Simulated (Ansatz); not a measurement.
Relaxation of AlFH4SSi (8 atoms, charge 0, multiplicity 1), to a largest force component of 0.015 eV/Å in at most 40 steps.

The calculation used Ansatz, RKS PBE-D4/def2-SVP.

```xyz
8
Properties=species:S:1:pos:R:3
F -1.422 0.902 1.158
Si 0.010 1.323 0.439
S 1.365 -0.286 0.731
Al 0.246 -1.714 -0.514
H -0.168 1.558 -1.018
H 0.547 2.561 1.063
H 0.452 -1.821 -2.080
H -0.939 -2.581 0.166
```

Task: Where does it end, and by what steps?

Result: The run converged. The force dipped under the threshold on the way, but the program's further checks kept it going. After 17 steps the energy has fallen by 0.300 eV; H8 moved furthest, 1.46 Å.

| step | energy less start (eV) | largest force component (eV/Å) | accepted |
| --- | --- | --- | --- |
| 0 | 0.0000 | 0.812 | yes |
| 1 | -0.0709 | 0.319 | yes |
| 2 | -0.0818 | 0.221 | yes |
| 3 | -0.0866 | 0.174 | yes |
| 4 | -0.1125 | 0.147 | yes |
| 5 | -0.1380 | 0.271 | yes |
| 6 | -0.1695 | 0.368 | yes |
| 7 | -0.2105 | 0.274 | yes |
| 8 | -0.2469 | 0.132 | yes |
| 9 | -0.2607 | 0.266 | yes |
| 10 | -0.2855 | 0.121 | yes |
| 11 | -0.2957 | 0.127 | yes |
| 12 | -0.2971 | 0.163 | yes |
| 13 | -0.2988 | 0.045 | yes |
| 14 | -0.2990 | 0.086 | yes |
| 15 | -0.2994 | 0.017 | yes |
| 16 | -0.2995 | 0.008 | yes |
| 17 | -0.2996 | 0.009 | yes |

```xyz
8
Properties=species:S:1:pos:R:3
F -1.544 1.368 0.457
Si 0.091 1.390 0.327
S 0.914 -0.429 1.118
Al 0.044 -1.839 -0.347
H 0.414 1.572 -1.125
H 0.620 2.510 1.170
H -0.710 -1.242 -1.618
H 0.263 -3.385 -0.038
```

Whether the end is a true minimum wasn't checked by a vibrational analysis.

Time of the run: 2.2 min on 1 thread of Intel(R) Xeon(R) Processor @ 2.50GHz (Skylake/Cascade Lake), with other jobs on the host, peak memory 0.15 GiB.
